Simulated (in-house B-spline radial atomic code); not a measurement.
## Functionals against ionisation energies along an isoelectronic series: Er to W⁶⁺

Ionisation energies as differences of self-consistent total energies from an all-electron radial atomic-structure program (B-spline basis): all electrons, radial basis limit, scalar-relativistic (one-electron X2C), spin-polarised at highest spin, spherical densities; exact exchange is averaged over the determinants of each configuration. No spin-orbit coupling, Breit or QED terms. NIST's values run from ground level to ground level, so in open shells the differences also hold multiplet and fine-structure energies that spherical high-spin averages miss. Columns give computed minus NIST, in eV; a star marks a semi-empirical value. Species are left out where the tabulated value is theory, is uncertain by more than 0.12 eV, or (13 ions, such as In⁴⁺, Te⁴⁺ and Bi⁴⁺) lies off its series for all methods alike, which flatters the means a little.

```
species  shell       NIST (eV)    PBE   TPSS   SCAN  B3LYP  revTPSS
     Er     6s            6.11  +0.04  -0.13  -0.10  +0.09    -0.11
    Tm⁺     6s   12.06 ± 0.02*      ?      ?      ?      ?        ?
   Yb²⁺     4f   25.05 ± 0.03*  +1.28  +1.05  +1.29  +0.46    +1.05
   Lu³⁺     4f   45.25 ± 0.03*  +1.18  +0.97  +1.30  +0.54    +0.98
   Hf⁴⁺     4f   68.37 ± 0.04*  +1.04  +0.83  +1.24  +0.53    +0.85
   Ta⁵⁺     4f   94.01 ± 0.05*  +0.93  +0.73  +1.23  +0.53    +0.76
    W⁶⁺     4f  122.01 ± 0.06*  +0.83  +0.63  +1.23  +0.52    +0.67
```

Q: What are the differences for Tm⁺ ([Xe] 4f13 6s1)?

A: PBE +0.23; TPSS -0.10; SCAN +0.20; B3LYP +0.25; revTPSS -0.15 eV.

Q: How do the methods rank, and which species is hardest?

A: Mean absolute (signed) differences: B3LYP 0.42 (+0.42) eV; TPSS 0.63 (+0.57) eV; revTPSS 0.65 (+0.58) eV; PBE 0.79 (+0.79) eV; SCAN 0.94 (+0.91) eV. For Lu³⁺, which loses a 4f electron, the nearest method is off by +0.54 eV, the largest such miss.
